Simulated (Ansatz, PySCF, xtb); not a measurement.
Dimer: selenium dioxide (SMILES O=[Se]=O) (first 3 atoms) with C2H4 (SMILES C=C); geometry from B3LYP-D3(BJ)/def2-TZVP, rigid monomers moved along the line of their centres of mass till Se2···C4 is 2.88 Å.
(charge 0, multiplicity 1):
```xyz
9

O      1.172    -0.937     1.050
Se    -0.275    -0.301     1.375
O     -0.317     1.303     1.213
C      0.643    -0.251     4.101
C     -0.615     0.137     4.282
H      0.968    -1.259     4.325
H      1.398     0.427     3.722
H     -0.935     1.146     4.055
H     -1.369    -0.540     4.667
```

Monomers are frozen at their geometry in the pair; levels with a basis set take the counterpoise correction. Rows marked so take none.

Rows in 6-31G* carry no dispersion term and start afresh at each structure (6-31G* with six Cartesian d functions); the Pople sets are all-electron and without relativity.

The values were computed with Ansatz (an electronic-structure program) with Gaussian orbitals; PySCF for 6-31G* rows, the dispersion terms; xtb for the GFN methods. Values without a source in brackets are computed.

Q: One of these levels gives -4.16 kcal/mol for the interaction energy. Which?
(A) HF/6-31G* (no counterpoise)
(B) PBE0-D3(BJ)/def2-TZVPPD
(C) PBE0/def2-TZVPPD
(D) GFN-FF

A: B, PBE0-D3(BJ)/def2-TZVPPD. The others give 0.01 (GFN-FF), -0.48 (HF/6-31G* (no counterpoise)), -2.08 (PBE0/def2-TZVPPD)
